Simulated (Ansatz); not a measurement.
C5H6F2 (`FC1=CC(F)CC1`), charge 0, multiplicity 1.

(1) Give a relaxed structure at PBE0-D4/def2-TZVP (the Gaussian-basis code of Ansatz). (Estimate.)

## Answers

(1) Computed: 
Z-matrix (Å, degrees):
```
C
F 1 1.401
C 1 1.533 2 110.2
C 1 1.488 2 109.8 3 114.9
H 1 1.093 2 105.2 3 -121.8
C 3 1.533 1 106.3 2 101.2
H 3 1.090 1 110.0 2 -22.1
H 3 1.092 1 109.2 2 -140.2
C 4 1.326 1 109.1 2 -106.4
H 4 1.081 1 124.6 2 69.6
H 6 1.095 3 113.4 1 -103.1
H 6 1.093 3 112.9 1 134.9
F 9 1.327 4 125.5 1 177.1
```
This is one stationary point; other conformers may exist.
